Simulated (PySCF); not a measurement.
PySCF job for GaH2, SMILES [GaH2], multiplicity 2, TDA-LC-ωPBE/def2-TZVPD. The structure is a stationary point at B3LYP-D3(BJ)/def2-TZVPD. The multiplicity is an assumed one; other spin states were not compared. The isomer is the one that the SMILES or the coordinates give; other isomers of the formula were not compared.

```python
import numpy as np
from pyscf import gto, scf, dft, tdscf

mol = gto.M(
    atom='''
    Ga    0.00000000    0.00000000    0.04853614
    H     0.00000000   -1.38630332   -0.75231016
    H     0.00000000    1.38630332   -0.75231016
    ''',
    basis='def2-TZVPD',
    charge=0,
    spin=1,
    max_memory=1600,
    verbose=4,
)
mf = dft.UKS(mol, xc='lc_wpbe').density_fit(auxbasis='def2-universal-jkfit')
mf.grids.level = 3
mf.conv_tol = 1e-9
mf.max_cycle = 100
mf.kernel()
fine, coarse = mf.grids, dft.Grids(mol).set(level=1).build(with_non0tab=True)
for _ in range(3):  # follow internal instabilities
    mf.grids = coarse
    mo, _, stable, _ = mf.stability(return_status=True, nroots=4)
    mf.grids = fine
    if stable:
        break
    mf.kernel(mf.make_rdm1(mo, mf.mo_occ))
mf.grids = dft.Grids(mol).set(level=1).build(with_non0tab=True)  # coarser grid for the response kernel
td = tdscf.TDA(mf)
td.nstates = 10
td.conv_tol = 1e-4
td.kernel(x0=td.get_init_guess(mf, 15))
td.analyze()
```

Log of the run:

```
PySCF version 2.14.0

[INPUT] verbose = 4
[INPUT] num. atoms = 3
[INPUT] num. electrons = 33
[INPUT] charge = 0
[INPUT] spin (= nelec alpha-beta = 2S) = 1
[INPUT] symmetry False subgroup None
[INPUT] Mole.unit = angstrom
[INPUT] Symbol           X                Y                Z      unit          X                Y                Z       unit  Magmom
[INPUT]  1 Ga     0.000000000000   0.000000000000   0.048536140000 AA    0.000000000000   0.000000000000   0.091720011744 Bohr   0.0
[INPUT]  2 H      0.000000000000  -1.386303320000  -0.752310160000 AA    0.000000000000  -2.619733600375  -1.421660163128 Bohr   0.0
[INPUT]  3 H      0.000000000000   1.386303320000  -0.752310160000 AA    0.000000000000   2.619733600375  -1.421660163128 Bohr   0.0

nuclear repulsion = 20.6837052304359
number of shells = 28
number of NR pGTOs = 128
number of NR cGTOs = 72
basis = def2-TZVPD
ecp = {}


[settings echo left out]
init E= -1925.01326379756
  alpha nocc = 17  HOMO = -0.118741245074825  LUMO = -0.0279804369979182
  beta  nocc = 16  HOMO = -0.333116994518621  LUMO = -0.118741245074821

WARN: HOMO -0.118741245074825 >= LUMO -0.118741245074821

cycle= 1 E= -1925.68796012629  delta_E= -0.675  |g|=  0.5  |ddm|= 0.874
  alpha nocc = 17  HOMO = -0.313900243703579  LUMO = -0.00504266553859622
  beta  nocc = 16  HOMO = -0.415232923257979  LUMO = -0.0401831179063814
  HOMO = -0.313900243704  LUMO = -0.0401831179064  gap/eV = 7.44822
cycle= 2 E= -1925.68890322687  delta_E= -0.000943  |g|= 0.574  |ddm|= 0.498
  alpha nocc = 17  HOMO = -0.298549804576584  LUMO = 0.0116026137478071
  beta  nocc = 16  HOMO = -0.405106350091522  LUMO = -0.0192611004433818
  HOMO = -0.298549804577  LUMO = -0.0192611004434  gap/eV = 7.59983
cycle= 3 E= -1925.73519600371  delta_E= -0.0463  |g|= 0.0212  |ddm|= 0.253
  alpha nocc = 17  HOMO = -0.297690827769713  LUMO = 0.018799386877034
  beta  nocc = 16  HOMO = -0.405570894597568  LUMO = -0.00703349000159736
  HOMO = -0.29769082777  LUMO = -0.0070334900016  gap/eV = 7.90919
cycle= 4 E= -1925.73623191014  delta_E= -0.00104  |g|= 0.0092  |ddm|= 0.12
  alpha nocc = 17  HOMO = -0.300279195341203  LUMO = 0.018456146931781
  beta  nocc = 16  HOMO = -0.406095668436832  LUMO = -0.00608231695897565
  HOMO = -0.300279195341  LUMO = -0.00608231695898  gap/eV = 8.00550
cycle= 5 E= -1925.73639784112  delta_E= -0.000166  |g|= 0.0028  |ddm|= 0.0435
  alpha nocc = 17  HOMO = -0.300357514415511  LUMO = 0.018420358835372
  beta  nocc = 16  HOMO = -0.406613191234447  LUMO = -0.00598158133454074
  HOMO = -0.300357514416  LUMO = -0.00598158133454  gap/eV = 8.01038
cycle= 6 E= -1925.73641799006  delta_E= -2.01e-05  |g|= 0.00103  |ddm|= 0.00898
  alpha nocc = 17  HOMO = -0.300445837078795  LUMO = 0.0184847418327054
  beta  nocc = 16  HOMO = -0.406874230369909  LUMO = -0.00600273120095629
  HOMO = -0.300445837079  LUMO = -0.00600273120096  gap/eV = 8.01221
cycle= 7 E= -1925.73642140205  delta_E= -3.41e-06  |g|= 0.000309  |ddm|= 0.00415
  alpha nocc = 17  HOMO = -0.300410686529903  LUMO = 0.0185098545931703
  beta  nocc = 16  HOMO = -0.406962644851111  LUMO = -0.00601533431567791
  HOMO = -0.30041068653  LUMO = -0.00601533431568  gap/eV = 8.01091
cycle= 8 E= -1925.73642165082  delta_E= -2.49e-07  |g|= 6.15e-05  |ddm|= 0.00113
  alpha nocc = 17  HOMO = -0.300398612705786  LUMO = 0.0185168969072507
  beta  nocc = 16  HOMO = -0.406965656040567  LUMO = -0.00602206590406507
  HOMO = -0.300398612706  LUMO = -0.00602206590407  gap/eV = 8.01039
cycle= 9 E= -1925.73642165798  delta_E= -7.16e-09  |g|= 1.24e-05  |ddm|= 0.000179
  alpha nocc = 17  HOMO = -0.300399491768449  LUMO = 0.018516785884894
  beta  nocc = 16  HOMO = -0.40696906505791  LUMO = -0.00602266704097687
  HOMO = -0.300399491768  LUMO = -0.00602266704098  gap/eV = 8.01040
cycle= 10 E= -1925.73642165838  delta_E= -4e-10  |g|= 3.47e-06  |ddm|= 4e-05
  alpha nocc = 17  HOMO = -0.300399644516262  LUMO = 0.0185169241735244
  beta  nocc = 16  HOMO = -0.406969244187639  LUMO = -0.00602268352317292
  HOMO = -0.300399644516  LUMO = -0.00602268352317  gap/eV = 8.01041
Extra cycle  E= -1925.73642165842  delta_E= -3.37e-11  |g|= 1.8e-06  |ddm|= 7.36e-06
converged SCF energy = -1925.73642165842  <S^2> = 0.75404162  2S+1 = 2.0040375
tot grids = 12360
uhf_internal: lowest eigs of H = [0.13066968 0.30571576 0.32375844 0.3650757 ]
<class 'pyscf.df.df_jk.DFUKS'> wavefunction is stable in the internal stability analysis
tot grids = 12360


******** <class 'pyscf.tdscf.uks.TDA'> for <class 'pyscf.df.df_jk.DFUKS'> ********
nstates = 10
deg_eia_thresh = 1.000e-03
wfnsym = None
conv_tol = 0.0001
eigh lindep = 1e-12
eigh level_shift = 0
eigh max_cycle = 100


Excitation energies (eV)
[1.91190297 4.65861589 4.89196452 5.16726655 5.49784393 5.7844145
 5.91985091 6.86749053 6.91264107 6.98526319]

** Excitation energies and oscillator strengths **
Excited State   1:      1.91190 eV    648.49 nm  f=0.0122
      17a ->   18a      0.99056
Excited State   2:      4.65862 eV    266.14 nm  f=0.0081
      16b ->   17b     -0.96026
      16b ->   19b      0.12831
      16b ->   26b     -0.10380
Excited State   3:      4.89196 eV    253.44 nm  f=0.0000
      16a ->   18a      0.63618
      16b ->   18b     -0.74598
Excited State   4:      5.16727 eV    239.94 nm  f=0.0961
      17a ->   19a      0.86610
      17a ->   20a      0.40932
      17a ->   27a     -0.22332
Excited State   5:      5.49784 eV    225.51 nm  f=0.0000
      16a ->   18a      0.74789
      16b ->   18b      0.64624
Excited State   6:      5.78441 eV    214.34 nm  f=0.1579
      17a ->   21a      0.93730
      17a ->   28a     -0.24193
      16b ->   20b      0.12034
Excited State   7:      5.91985 eV    209.44 nm  f=0.0395
      17a ->   19a     -0.45826
      17a ->   20a      0.83841
      17a ->   27a     -0.21156
      17a ->   34a      0.11417
Excited State   8:      6.86749 eV    180.54 nm  f=0.0962
      17a ->   22a     -0.94068
      17a ->   26a      0.10733
      17a ->   31a     -0.15674
      15b ->   17b      0.20025
Excited State   9:      6.91264 eV    179.36 nm  f=0.1038
      15a ->   18a      0.14137
      17a ->   23a      0.93596
      17a ->   30a      0.12591
      17a ->   35a      0.11323
      15b ->   18b     -0.22303
Excited State  10:      6.98526 eV    177.49 nm  f=0.0000
      16a ->   18a     -0.10609
      17a ->   24a     -0.97217
      17a ->   29a     -0.15519
      17a ->   36a     -0.12482

** Transition electric dipole moments (AU) **
state          X           Y           Z        Dip. S.      Osc.
  1         0.5093     -0.0000     -0.0000      0.2594      0.0122
  2        -0.0000      0.2657     -0.0000      0.0706      0.0081
  3        -0.0000      0.0000     -0.0000      0.0000      0.0000
  4         0.0000     -0.0000     -0.8710      0.7587      0.0961
  5         0.0000      0.0000      0.0000      0.0000      0.0000
  6        -0.0000      1.0555      0.0000      1.1140      0.1579
  7        -0.0000     -0.0000      0.5218      0.2722      0.0395
  8         0.0000      0.0000     -0.7562      0.5718      0.0962
  9         0.7831      0.0000      0.0000      0.6132      0.1038
 10         0.0000      0.0000      0.0000      0.0000      0.0000

** Transition velocity dipole moments (imaginary part, AU) **
state          X           Y           Z        Dip. S.      Osc.
  1        -0.0074     -0.0000     -0.0000      0.0001      0.0005
  2        -0.0000      0.0252     -0.0000      0.0006      0.0025
  3        -0.0000     -0.0000     -0.0000      0.0000      0.0000
  4         0.0000     -0.0000     -0.1842      0.0339      0.1191
  5         0.0000      0.0000      0.0000      0.0000      0.0000
  6        -0.0000      0.1725      0.0000      0.0298      0.0933
  7        -0.0000     -0.0000      0.1064      0.0113      0.0347
  8         0.0000      0.0000     -0.1785      0.0318      0.0841
  9         0.1738      0.0000      0.0000      0.0302      0.0793
 10         0.0000      0.0000      0.0000      0.0000      0.0000

** Transition magnetic dipole moments (imaginary part, AU) **
state          X           Y           Z
  1        -0.0000     -0.9339     -0.0000
  2         0.7161      0.0000      0.0000
  3         0.0000     -0.0000     -0.0897
  4        -0.0000      0.0000      0.0000
  5         0.0000      0.0000      1.3059
  6         0.9060     -0.0000     -0.0000
  7        -0.0000     -0.0000      0.0000
  8         0.0000      0.0000      0.0000
  9        -0.0000      0.0372     -0.0000
 10        -0.0000      0.0000      0.2504
```

The calculation finished and met its thresholds.
